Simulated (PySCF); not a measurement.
Benzotrifluoride, C7H5F3.
Atom-mapped SMILES: `[F:1][C:2]([F:3])([F:4])[c:5]1[cH:6][cH:7][cH:8][cH:9][cH:10]1` (hydrogens: H11 on C6; H12 on C7; H13 on C8; H14 on C9; H15 on C10)

Theory: PBE0-D3(BJ)/def2-SVP geometry optimisation, gas phase (PySCF).

(1) List the bond lengths, angles and torsions at this level.

Answers

(1) 
```csv
bond,length (bohr)
"F1–C2, C2–F3, C2–F4",2.527
C2–C5,2.841
"C5–C6, C5–C10",2.637
"C6–C7, C9–C10",2.631
"C7–C8, C8–C9",2.635
"C6–H11, C10–H15",2.063
"C7–H12, C9–H14",2.064
C8–H13,2.065
```

Bonds in one row agree within 0.02 bohr and their mean is given. A selection of angles:
```csv
angle,degrees
F1–C2–F3,106.8
F1–C2–C5,111.4
C2–C5–C6,120.3
C6–C5–C10,120.3
C5–C6–C7,119.7
C6–C7–C8,120.1
C7–C8–C9,120.0
```

Torsions: F1–C2–C5–C6 100° (anticlinal). The mirror-image conformer, all signs reversed, is as good.

The 7 C–C bonds span 1.392 Å (C9–C10, aromatic) to 1.503 Å (C2–C5, drawn single), a spread of 0.111 Å. The 6-membered ring C5–C6–C7–C8–C9–C10 has internal angles of 119.7° to 120.3° (sum 720°, against 720° for a flat polygon); it is planar, 0.00 Å rms from its mean plane, widest ring torsion 0°. Of the pairs four or more bonds apart, F4···H11 is among the closest relative to their van der Waals radii: 2.41 Å, 90 % of the sum of Bondi's values. All 3 C–F bonds measure 1.336 to 1.339 Å.

Point group: C1 (no symmetry element, even within 0.4 Å). PBE0-D3(BJ)/def2-SVP frequencies: not computed here.
